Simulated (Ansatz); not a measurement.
A CCSD(T) single point on `[F][SbH][SH]`.

```yaml
crystal:
  periodic: [false, false, false]
  atoms:
    - {symbol: F, position_ang: [-1.294502, -0.984251, 1.090803]}
    - {symbol: Sb, position_ang: [-0.516014, -0.843615, -0.659996]}
    - {symbol: S, position_ang: [1.683437, -0.098955, -0.033654]}
    - {symbol: H, position_ang: [-1.115169, 0.752304, -0.862632]}
    - {symbol: H, position_ang: [1.292048, 1.100817, 0.424079]}
basis:
  gaussian: {orbitals: def2-SVP}
correlation: {method: ccsd_t}
```

```sh
$ ansatz run in.yaml --threads 2 --pin off --events-out ev --progress --plain --max-ram 4352MiB
```

Log, shortened:

```
Functional definition: HF
725 factors; integrals over basis functions are off by at most 7.5e-4 eV
mean field evaluation 1: about -20058.2981 eV, gradient 3.0e1 eV
mean field evaluation 2: about -20058.3975 eV, gradient 3.0e1 eV
mean field evaluation 4: about -20060.3765 eV, gradient 2.1e0 eV
mean field evaluation 8: about -20060.4102 eV, gradient 2.1e-1 eV
mean field -20060.41066781 eV, -737.2064946071 hartree, gradient 7.7e-6 eV, S^2 0.000000; 0 other end points of the search recorded, 0 dependent functions left out
10 core orbitals not correlated: weight in the atoms' cores, before any rotation towards them, 1.000 or more for the frozen orbitals, at most 0.000 for the correlated occupied ones
reference -20060.41066781 eV, -737.2064946071 hartree; 15, 15 occupied and 43, 43 virtual orbitals, 725 factors
second order -11.80404962 eV of doubles, -0.00000000 eV of singles
cycle   1  -12.23226120 eV  change   -4.3e-1 eV  update   9.5e-2
cycle   2  -12.55470643 eV  change   -3.2e-1 eV  update   3.2e-2
cycle   3  -12.65634034 eV  change   -1.0e-1 eV  update   1.9e-2
cycle   4  -12.65508769 eV  change    1.3e-3 eV  update   4.6e-3
cycle   5  -12.65235684 eV  change    2.7e-3 eV  update   2.1e-3
cycle   6  -12.65244185 eV  change   -8.5e-5 eV  update   6.9e-4
cycle   7  -12.65227829 eV  change    1.6e-4 eV  update   2.4e-4
cycle   8  -12.65221871 eV  change    6.0e-5 eV  update   8.2e-5
cycle   9  -12.65224723 eV  change   -2.9e-5 eV  update   3.7e-5
perturbative correction -0.30572536 eV, -0.0112351998 hartree
Total energy: -20073.36864040 eV, -737.6826913167 hartree
```

Hardware: 2 threads of an Arm Neoverse V2 on a shared host. Wall time 1.7 s, peak host memory 0.31 GiB.

The correlation energy is -12.958 eV, 2.4 % of it from (T); the T1 diagnostic reads 0.0122.
